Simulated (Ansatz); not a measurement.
Consider the hydrogenolysis of a B–Br bond: `NB(N)Br` + H₂ → `NBN` + HBr.

Computed with Ansatz on PBE0-D4/def2-TZVP structures; ΔE is electronic, products minus reactants. CCSD(T)/CBS is the MP2 limit (def2-TZVPP, def2-QZVPP) plus CCSD(T) − MP2 in def2-TZVPP, frozen cores. This one scheme is used for every species. DFT in def2-TZVPP. For Br outer-core shells are correlated without core-valence functions, which leaves a few kJ/mol of doubt a bond. Scalar relativity is left out up to krypton. One conformer a species, not always the lowest.

Task: Is it downhill or uphill in electronic energy at CCSD(T)/CBS, and by how much? (Estimate.)

Result: The calculation gave: Uphill: ΔE = +14.4 kcal/mol.

Task: What do these levels give: PBE0-D4, r2SCANh-D4, PBE0, BHLYP, CCSD(T)/def2-TZVPP, CCSD/CBS(def2)? (Best estimate.)

Result: Computed: PBE0-D4 14.1, r2SCANh-D4 14.9, PBE0 12.9, BHLYP 11.2, CCSD(T)/def2-TZVPP 13.6, CCSD/CBS(def2) 13.4 kcal/mol.

Largest T1 diagnostic among the species: 0.011.

The D4 term adds +2.3 kcal/mol with B3LYP and +1.2 kcal/mol with PBE0; it sums over pairs of atoms, weighted by their polarisabilities, and B3LYP, whose exchange is more repulsive, gets the larger term. At CCSD(T), def2-SVP lies −1.9 kcal/mol from the extrapolated value and def2-TZVPP −0.8 kcal/mol. In def2-TZVPP, CCSD(T) changes the Hartree–Fock value by +3.3 kcal/mol (the triples alone add +1.0 kcal/mol) and MP2 by +5.7 kcal/mol.

B3LYP here is the variant with VWN-RPA as its local correlation; programs differ in this.
